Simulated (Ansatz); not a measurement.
Basis-set extrapolation for `C=C(O)B(C)N` (PBE0-D4/def2-TZVP geometry, frozen core, Ansatz). Multiplicity 1, RHF reference.

```json
{"": "HF", "def2-TZVPP": "-272.408074", "def2-QZVPP": "-272.420781"}
{"": "MP2 correlation", "def2-TZVPP": "-1.050457", "def2-QZVPP": "-1.123179"}
{"": "CCSD(T) correlation", "def2-TZVPP": "-1.138482", "def2-QZVPP": "not run"}
```

Energies in hartree. Use E(X) = E(∞) + A·exp(−7.88·√X) for Hartree–Fock and E(X) = E(∞) + B·X^(−2.97) for correlation, with X = 3 and 4, and add CCSD(T) minus MP2 of the smaller set to the MP2 limit.

**Question.** What is the CCSD(T) energy at the basis-set limit?

**Answer.** HF limit: -272.420781 + (-0.012707) × 0.13774 = -272.42253. MP2 limit: -1.123179 + (-0.072722) × 0.74074 = -1.17705. Higher-order term: -1.138482 − (-1.050457) = -0.08803. Total: -273.68761 hartree, 370.3 kJ/mol below CCSD(T)/def2-TZVPP.
